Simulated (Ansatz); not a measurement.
Species: SiCl2F2, charge 0, singlet. SiCl2F2 (SMILES F[Si](F)(Cl)Cl).
B3LYP-D3(BJ)/def2-TZVP minimum from Ansatz (an electronic-structure program):
```xyz
5

F     -0.1199    -1.2497     1.2756
Si    -0.0466    -0.3250     0.0012
F     -0.2376    -1.2420    -1.2665
Cl    -1.5390     1.0309     0.0744
Cl     1.7667     0.5559    -0.0802
```

Hartree-Fock and MP2 correlation energies in hartree (Ansatz). UHF or UKS for unpaired electrons; spin-orbit terms are left out. Correlated methods leave the cores frozen. No relativity.

```csv
basis,X,E(HF),"E(corr, MP2)"
cc-pV(T+d)Z,3,-1407.20347,-0.98504
cc-pV(Q+d)Z,4,-1407.23451,-1.08141
cc-pV(5+d)Z,5,-1407.24099,withheld
```

Problem. Fit E(corr) = E∞ + A/X³ to X = 3 and 4, predict X = 5, and compare with the run.

Solution. A = (-0.98504 - (-1.08141))/(1/27 - 1/64) = 4.5007; E∞ = -1.08141 - A/64 = -1.15173; at X = 5, E∞ + A/125 = -1.11573. The run gave -1.12261, 6.88 mEh below the prediction. The same form on X = 4 and 5 gives E∞ = -1.16584, 14.10 mEh below the first estimate.
